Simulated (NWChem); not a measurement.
System: CH₃Cl₃Si; SMILES C[Si](Cl)(Cl)Cl

Computed with NWChem. Medium grid unless said otherwise, to which SCAN and Minnesota functionals are sensitive. Structure relaxed at the PBE0/def2-SVP level.

For level LDA (Slater exchange, VWN5)/def2-TZVPD:

```
Property                     Result
---------------------------  ------
highest occupied level (eV)   -7.92
orbital gap (eV)               6.50
```

Question: What are these values for level r2SCAN/def2-TZVPD?

Answer: 
| Quantity | Value |
|---|---|
| highest occupied level (eV) | -8.15 |
| orbital gap (eV) | 7.40 |
